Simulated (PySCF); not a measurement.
Steps of a relaxation of [Dy(NH3)]3+

[Dy(NH3)]3+ (singlet in the valence; each metal's 4f electrons, 9 of them, lie in its core potential, out of spins and levels). PySCF 2.14.0, RKS PBE, Dy lcecp-1-SVP with ECP55, N def2-SVP, H def2-SVP; non-relativistic Hamiltonian with scalar-relativistic core potentials where named; density fitting; no spin-orbit coupling. Origin of the start: template. Columns: position (Å) and force (eV/Å). Energies are counted from the last step; some of the 7 steps are shown. Forces carry noise of the integration grid, about 0.01 to 0.03 eV/Å.

Run from Python with OMP_NUM_THREADS=2. Where DIIS fails, smearing, a level shift and second-order steps follow.
It took 36 s on 2 threads of Intel(R) Xeon(R) Processor @ 2.50GHz (Skylake/Cascade Lake) (shared host), from the converged density of the start.

```xyz
5
step 0  E = 0.188 eV
Dy    0.0000    0.0000   -0.2426     0.00    0.00    0.97
N     0.0000    0.0000    2.2649     0.00    0.00   -2.81
H     0.9392    0.0000    2.6629     1.14    0.00    0.61
H    -0.4696    0.8133    2.6629    -0.57    0.99    0.61
H    -0.4696   -0.8134    2.6629    -0.57   -0.99    0.61
```

```xyz
5
step 2  E = 0.023 eV
Dy    0.0000    0.0000   -0.1863     0.00    0.00    0.56
N     0.0000    0.0000    2.2014     0.00    0.00   -0.12
H     0.9593    0.0000    2.6653    -0.25    0.00   -0.15
H    -0.4797    0.8308    2.6653     0.12   -0.22   -0.15
H    -0.4796   -0.8308    2.6653     0.12    0.22   -0.15
```

```xyz
5
step 4  E = 0.001 eV
Dy    0.0000    0.0000   -0.1368     0.00    0.00    0.03
N     0.0000    0.0000    2.1824     0.00    0.00    0.23
H     0.9514    0.0000    2.6552    -0.07    0.00   -0.09
H    -0.4757    0.8239    2.6552     0.03   -0.06   -0.09
H    -0.4757   -0.8240    2.6552     0.03    0.06   -0.09
```

Question: Where does the relaxation end?

Answer: It converges at step 6 in C3v:
```xyz
5
step 6  E = 0
Dy    0.0000    0.0000   -0.1313
N     0.0000    0.0000    2.1873
H     0.9517    0.0000    2.6517
H    -0.4759    0.8241    2.6517
H    -0.4758   -0.8242    2.6517
```

Question: How did the contacts change?

Answer: 
| contact | start (Å) | end (Å) |
| --- | --- | --- |
| Dy1–N2 (NH3) | 2.507 | 2.319 |


An lcecp potential fixes the number of 4f electrons, so in runs with it no electron can move into or out of that shell.
